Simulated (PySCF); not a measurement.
Species: C₃H₉BN (charge 0, doublet). It need not be the lowest isomer of its formula. SMILES: [CH2]NB(C)C
Coordinates optimised at B3LYP-D3(BJ)/def2-TZVP (Ansatz):
```xyz
14

C      1.9582    -0.2380    -0.6014
N      0.9205     0.4803    -0.0597
B     -0.4312     0.0803     0.1429
C     -1.4303     1.1113     0.7924
C     -0.8777    -1.3705    -0.2868
H      2.9316     0.2156    -0.6849
H      1.7790    -1.2457    -0.9341
H      1.1722     1.4157     0.2269
H     -2.2794     1.2971     0.1255
H     -0.9865     2.0792     1.0410
H     -1.8653     0.7003     1.7100
H     -0.7120    -1.5405    -1.3564
H     -0.2964    -2.1394     0.2338
H     -1.9321    -1.5622    -0.0835
```
Charge 0, spin multiplicity 2.

Dispersion corrections to the total energy (kcal/mol) from the dftd3 and dftd4 libraries through PySCF: D3(BJ) without and D4 with the three-body term, each with the damping fitted for the functional named.

```json
[
 {"functional": "PW6B95", "D3(BJ)": "-2.85", "D4": "-4.86"},
 {"functional": "HF", "D3(BJ)": "-46.09", "D4": "-21.10"},
 {"functional": "TPSSh", "D3(BJ)": "[?]", "D4": "-7.02"},
 {"functional": "HSE06", "D3(BJ)": "[?]", "D4": "-4.42"},
 {"functional": "B2PLYP", "D3(BJ)": "-4.60", "D4": "[?]"},
 {"functional": "TPSS", "D3(BJ)": "-7.55", "D4": "-7.70"},
 {"functional": "BHLYP", "D3(BJ)": "-7.73", "D4": "-6.28"}
]
```

Complete the blanks.


- TPSSh, D3(BJ): -6.91
- HSE06, D3(BJ): -3.83
- B2PLYP, D4: -3.99
